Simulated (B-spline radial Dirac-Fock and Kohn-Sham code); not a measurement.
## Cross section and asymmetry of the 3p3/2 subshell of P²⁺

System: P²⁺ in the configuration [Ne] 3s2 3p1. The computed 3p3/2 threshold is 29.40 eV; without correlation, outer thresholds are uncertain by 1 to 2 eV. With an open shell the threshold is an average over the terms of the final ion.

Input file task.json (cfg lists n, l and occupation; rrms is the nuclear radius in fm):

```json
{"items": [{
  "Z": 15,
  "q": 2,
  "cfg": [[1, 0, 2], [2, 0, 2], [2, 1, 6], [3, 0, 2], [3, 1, 1]],
  "A": 31,
  "rrms": 3.1889,
  "do": ["binding", "quiet", "photo", "scan"],
  "hv": [21.22, 100, 150, 584.0, 600, 616.0, 769.0, 1000, 3160.0, 9251.7, 12300.0, 13400.0, 40000, 70900.0, 80000, 109000.0]
}]}
```

Command: `python xray_run.py task.json out`

Method: a relativistic central-field model (Hartree-Slater potential of the initial state, Latter tail, multipole expansion of the photon field, Dirac-Fock thresholds). Computed with a radial B-spline solver. Interchannel coupling and autoionising resonances are not included, so magnitudes near threshold are approximate.

| kinetic energy (eV) | σ (Mb) | β |
| --- | --- | --- |
| 1.5 | 0.151 | -0.03 |
| 1.9 | 0.148 | -0.11 |
| 2.3 | 0.146 | -0.19 |
| 2.9 | 0.144 | -0.26 |
| 3.7 | 0.142 | -0.32 |
| 4.6 | 0.142 | -0.35 |
| 5.7 | 0.144 | -0.33 |
| 7.2 | 0.149 | -0.24 |
| 9.0 | 0.157 | -0.08 |
| 11.2 | 0.167 | 0.13 |
| 14.0 | 0.180 | 0.36 |
| 17.5 | 0.192 | 0.61 |
| 21.9 | 0.202 | 0.83 |
| 27.4 | 0.208 | 1.03 |
| 34.2 | 0.204 | 1.19 |
| 42.8 | 0.190 | 1.32 |
| 53.5 | 0.167 | 1.42 |
| 66.9 | 0.138 | 1.49 |
| 83.7 | 0.106 | 1.55 |
| 104.7 | 0.0760 | 1.59 |
| 130.9 | 0.0514 | 1.61 |
| 163.6 | 0.0338 | 1.62 |
| 204.6 | 0.0220 | 1.61 |
| 255.8 | 0.0144 | 1.59 |
| 319.9 | 0.00928 | 1.56 |
| 400.0 | 0.00578 | 1.51 |

The cross section has a minimum of 0.14 Mb near 4 eV kinetic energy, a Cooper minimum, where a dipole matrix element changes sign; it needs a radial node in the bound orbital. Its largest value, 0.208 Mb, lies 27 eV above threshold. β ranges from -0.35 (at 4.6 eV) to 1.62.
